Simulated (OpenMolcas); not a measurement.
**Lines of Au: computed and rescaled rates**

- Program: OpenMolcas
- Method: CASSCF
- Basis: ANO-RCC-VTZP [8s7p5d3f1g]
- Scalar Hamiltonian: DKH2, point nucleus
- Active space: 11 electrons in 11 orbitals (5d 6s 6d)
- State averaging: 2S+1 = 2 even, 6 roots
- Spin-orbit coupling: RASSI with atomic mean-field integrals over the reference wave functions, term energies averaged over their components

Rates come from the transition moments of the reference wave functions (E1 and E2 in the length form). At fixed line strength A goes as λ^-3 for E1 and M1 and as λ^-5 for E2, so a rate at the computed wavelength can be rescaled to the measured one. Measured vacuum wavelengths follow from level energies in NIST Handbook of Basic Atomic Spectroscopic Data. Branching counts decays inside the model space alone, at computed energies, and the table is only a selection of the E2 and M1 lines, drawn from those between levels with measured partners whose computed energy lies within a factor of 1.5 of the measured one.

| Upper | Lower | Type | λ computed (nm) | λ measured (nm) | A computed (s-1) | A rescaled (s-1) | Branching % |
| --- | --- | --- | --- | --- | --- | --- | --- |
| 5d⁹ 6s² ²D_5/2 | 5d¹⁰ 6s ²S_1/2 | E2 | 801.7 | 1092 | 9.66e-02 | 2.06e-02 | 100.0 |
| 5d⁹ 6s² ²D_3/2 | 5d⁹ 6s² ²D_5/2 | M1 | 789.6 | 814.7 | 3.30e+01 | 3.00e+01 | 91.1 |
| 5d⁹ 6s² ²D_3/2 | 5d¹⁰ 6s ²S_1/2 | E2 | 397.8 | 466.5 | 3.21e+00 | 1.45e+00 | 8.9 |

The largest correction is for 5d⁹ 6s² ²D_5/2 → 5d¹⁰ 6s ²S_1/2 (E2): 9.66e-02 × (801.7 / 1092)^5 = 2.06e-02 s-1, a factor of 0.21.

No measured rate stands beside these. Rescaling mends the energy factor alone: line strengths can still be far off where a level mixes with configurations outside the active space, and weak or spin-changing lines hang on small mixing coefficients that depend on the term gaps too, so rescaling need not improve them.

Without dynamic correlation excited terms often stand tens of per cent too high (terms of higher spin than the ground term too low), and those without a measured partner can miss by more than the paired ones. Active for correlation alone: 6d; no level in the range computed is led by a configuration that fills it, so any true level of that kind is missing. Measured partners are found by configuration, term and J. A level has none where our copy of the source lacks it or the pairing is in doubt (some pairs that miss far off the trend of their configuration count as doubtful). Only configurations of the active space appear.
